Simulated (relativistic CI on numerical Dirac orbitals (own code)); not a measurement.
# Fe+ in a cubic cluster: 1s photoemission with charge transfer

Computed with a charge-transfer multiplet model of a cubic metal-ligand cluster with up to 2 ligand holes, Slater and spin-orbit integrals from Dirac-Coulomb-Breit ions, Slater integrals scaled by 0.8. The parameters are those of a tetrahedral site (10Dq negative, t2 hopping the larger). The ground state mixes d7 with configurations of k ligand holes L, whose averages lie at kΔ + k(k − 1)U_dd/2; a core hole lowers each added d electron by U_cd. 300 K, Lorentzian 1.1 eV and Gaussian 0.6 eV FWHM.

Atomic integrals in eV (Slater integrals scaled, ζ unscaled), ground: F2dd 7.751, F4dd 4.773, zeta_d 0.042; with the core hole: F2dd 9.294, F4dd 5.770, zeta_d 0.065, G2cd 0.048.

Cluster parameters (eV): U_dd = 5.6, U_cd = 6.4, 10Dq = -0.45, 10Dq(ligand) = 0, V(eg) = 1.1, V(t2g) = -1.87, final-state hopping factor = 0.9.

```
      Case   n_d    d7   d8L  d9L2     S
Δ = 3.7 eV  7.24  0.77  0.22  0.01  1.50
Δ = 4.7 eV  7.19  0.81  0.18  0.01  1.50
Δ = 6.7 eV  7.13  0.88  0.12  0.00  1.50
Δ = 8.7 eV  7.09  0.91  0.09  0.00  1.50
Δ = 9.7 eV  7.08  0.93  0.07  0.00  1.50
```

Weights, n_d and S are thermal averages at 300 K. Binding energies count from the first peak over 30 % of the highest in each spectrum, which can be another peak from case to case. The parameters are a model scan and need not match a compound or its usual spin state. Peaks in eV (height, largest 100):
- Δ = 3.7 eV: 0.0 (100), 5.6 (36)
- Δ = 4.7 eV: 0.0 (100), 5.3 (26)
- Δ = 6.7 eV: 0.0 (100), 5.2 (15)
- Δ = 8.7 eV: 0.0 (100), 6.0 (7)
- Δ = 9.7 eV: 0.0 (100)

Curve for Δ = 9.7 eV (points under 2 left out, the grid thinned):

```json
{"E (eV)": "-3.6", "Intensity": "2.7"}
{"E (eV)": "-3.4", "Intensity": "3.0"}
{"E (eV)": "-3.1", "Intensity": "3.6"}
{"E (eV)": "-2.9", "Intensity": "4.1"}
{"E (eV)": "-2.6", "Intensity": "5.1"}
{"E (eV)": "-2.4", "Intensity": "5.9"}
{"E (eV)": "-2.2", "Intensity": "7.0"}
{"E (eV)": "-1.9", "Intensity": "9.3"}
{"E (eV)": "-1.7", "Intensity": "11.4"}
{"E (eV)": "-1.4", "Intensity": "16.4"}
{"E (eV)": "-1.2", "Intensity": "21.5"}
{"E (eV)": "-1.0", "Intensity": "29.1"}
{"E (eV)": "-0.7", "Intensity": "47.5"}
{"E (eV)": "-0.5", "Intensity": "65.1"}
{"E (eV)": "-0.2", "Intensity": "91.9"}
{"E (eV)": "0.0", "Intensity": "100.0"}
{"E (eV)": "0.3", "Intensity": "87.5"}
{"E (eV)": "0.5", "Intensity": "69.1"}
{"E (eV)": "0.7", "Intensity": "50.9"}
{"E (eV)": "1.0", "Intensity": "31.2"}
{"E (eV)": "1.2", "Intensity": "22.9"}
{"E (eV)": "1.5", "Intensity": "15.3"}
{"E (eV)": "1.7", "Intensity": "12.0"}
{"E (eV)": "1.9", "Intensity": "9.7"}
{"E (eV)": "2.2", "Intensity": "7.3"}
{"E (eV)": "2.4", "Intensity": "6.2"}
{"E (eV)": "2.7", "Intensity": "4.9"}
{"E (eV)": "2.9", "Intensity": "4.3"}
{"E (eV)": "3.1", "Intensity": "3.8"}
{"E (eV)": "3.4", "Intensity": "3.2"}
{"E (eV)": "3.6", "Intensity": "2.9"}
{"E (eV)": "3.9", "Intensity": "2.5"}
{"E (eV)": "4.1", "Intensity": "2.3"}
{"E (eV)": "4.4", "Intensity": "2.1"}
{"E (eV)": "4.6", "Intensity": "2.0"}
{"E (eV)": "5.4", "Intensity": "2.1"}
{"E (eV)": "5.7", "Intensity": "2.4"}
{"E (eV)": "5.9", "Intensity": "2.9"}
{"E (eV)": "6.2", "Intensity": "3.9"}
{"E (eV)": "6.4", "Intensity": "4.5"}
{"E (eV)": "6.6", "Intensity": "4.8"}
{"E (eV)": "6.9", "Intensity": "4.3"}
{"E (eV)": "7.1", "Intensity": "3.6"}
{"E (eV)": "7.4", "Intensity": "2.5"}
{"E (eV)": "7.6", "Intensity": "2.1"}
```

For the case Δ = 6.7 eV, Δ = 6.7 eV is larger than U_dd = 5.6 eV, the Mott-Hubbard side of the Zaanen-Sawatzky-Allen scheme. With the core hole the configuration with one ligand hole lies at Δ − U_cd = -2.7, -1.7, 0.3, 2.3, 3.3 eV from the one without, in the order of the table; where this is negative the screened configuration lies lower, though the effective hopping of about 2.9 eV (from the holes of the mixed ground state) mixes the two strongly wherever it is as large as the gap.
